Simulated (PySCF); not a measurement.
**Correlation energy of Ga⁺ (gallium, charge +1)**

[Ar] 3d10 4s2, closed-shell 1S. Calculation: PySCF 2.14, in cc-pVTZ-DK (6s5p3d1f, 43 functions); scalar relativity by spin-free X2C-1e. Frozen: [Ar] 3d10; 2 electrons correlated.

Total MP2 correlation energy: -25.82 mhartree.

Same-spin part 0.00 and opposite-spin part -25.82 mhartree; SCS-MP2 scales them by 1/3 and 6/5 to -30.98 mhartree.

With two correlated electrons CCSD is exact within the correlated space (frozen core and kept virtual orbitals).

```json
{"level": "CCSD", "correlation energy (mhartree)": "-36.44"}
```

Diagnostics: T1 = 0.0064, D1 = 0.0090, largest double amplitude 0.096.

Task: Is a single reference adequate?

Result: Mostly. T1 lies below 0.03, but a double amplitude of this size points to a near-degeneracy that CCSD handles and MP2 describes poorly.
